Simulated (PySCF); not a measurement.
K, charge +1, singlet. Base run: R2SCAN/STO-3G (PySCF).

Here is a job for PySCF.
```python
from pyscf import gto, scf, dft

mol = gto.Mole()
mol.atom = '''
    K     0.000000    0.000000    0.000000
'''
mol.basis = 'sto-3g'
mol.charge = 1
mol.spin = 0
mol.verbose = 4
mol.build()

mf = dft.RKS(mol)
mf.xc = 'r2scan'
mf.kernel()
mf.analyze()
```

Variants of this job, named by their change:

| change | ΔE vs base (mEh) | fitting functions | outcome |
|---|---|---|---|
| base | 0.000 | - | converged |
| auxbasis = cc-pvtz-ri | - | - | input refused |
| auxbasis = def2-universal-jkfit | -0.934 | 160 | converged |
| auxbasis = even-tempered beta=1.6 | 0.000 | 141 | converged |
| auxbasis = cc-pvqz-jkfit | - | - | input refused |
| auxbasis = cc-pvdz-jkfit | - | - | input refused |
| auxbasis = cc-pvtz-jkfit | - | - | input refused |
| auxbasis = default (with mf = mf.density_fit()) | -0.934 | 160 | converged |
| auxbasis = def2-tzvp-ri | -1396.7 | 98 | converged |
| auxbasis = def2-universal-jfit | -13.967 | 56 | converged |

A fitting set is made for a task (jfit for Coulomb, jkfit for Coulomb and exchange, ri for correlation) and for a family of orbital bases.

- auxbasis = cc-pvtz-ri: ended with `pyscf.lib.exceptions.BasisNotFoundError: Basis set not found for K in cc-pvtz-ri`
- auxbasis = cc-pvqz-jkfit: ended with `pyscf.lib.exceptions.BasisNotFoundError: Basis set not found for K in cc-pvqz-jkfit`
- auxbasis = cc-pvdz-jkfit: ended with `pyscf.lib.exceptions.BasisNotFoundError: Basis set not found for K in cc-pvdz-jkfit`
